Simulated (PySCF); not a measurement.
Simulated absorption spectrum

Species: C₄H₄Cl₂O₂.
SMILES with atom numbers: `[CH3:1][O:2]/[CH:3]=[C:4](/[Cl:5])[C:6](=[O:7])[Cl:8]` (hydrogens: H9, H10, H11 on C1; H12 on C3)

Level of theory: TDDFT B3LYP/def2-SVPD, vertical, gas phase, core orbitals frozen in the response (PySCF). Isolated species at its GFN2-xTB geometry (one conformer only). Torsions of this conformer, `[CH3:1][O:2]/[CH:3]=[C:4](/[Cl:5])[C:6](=[O:7])[Cl:8]`: C1–O2–C3–C4 178°, C3–C4–C6–O7 0°.

Computed states:

```csv
state,E (eV),f
S1,4.19,0.0003
S2,4.50,0.250
S3,5.18,0.0003
S4,5.63,0.0013
S5,5.75,0.037
S6,6.17,0.0004
S7,6.36,0.0027
S8,6.64,0.064
```

Each state is given a Gaussian of 0.4 eV full width at half maximum, with ε(max) = 2.175×10⁸ f / Δν̃ (Δν̃ the width in cm⁻¹). The width is an assumption, not a result. The curve ends short of the highest state used, and states not computed would add to its high-energy end.

(1) What does the envelope look like, and where are its maxima?

(2) Coming from long wavelengths, where does ε first pass 100 L mol⁻¹ cm⁻¹?

(3) On this curve, what absorbance would a 10⁻⁴ mol/L sample give at 254 nm over a 1 cm path?

## Answers

(1) 
```csv
E (eV),ε (L mol⁻¹ cm⁻¹)
3.59,0
3.67,0
3.76,2
3.84,11
3.93,65
4.01,269
4.09,921
4.18,2853
4.26,6194
4.35,11391
4.43,15479
4.52,16772
4.60,14232
4.69,9077
4.77,4808
4.86,1807
4.94,603
5.02,170
5.11,47
5.19,37
5.28,81
5.36,216
5.45,583
5.53,1157
5.62,1946
5.70,2456
5.79,2460
5.87,1956
5.95,1260
6.04,629
```

Maxima: 275 nm (4.50 eV), ε about 17000, made up of S2 (100%); 216 nm (5.74 eV), ε about 2500, made up of S5 (97%) (ε in L mol⁻¹ cm⁻¹; maxima over ε = 5, shares over 10%).

(2) At about 314 nm (3.95 eV), 0.23 eV below S1.

(3) 254 nm is 4.881 eV, where ε is about 1400 L mol⁻¹ cm⁻¹, so A = ε c l ≈ 0.14 (Beer–Lambert, with the gas-phase spectrum and the assumed width).
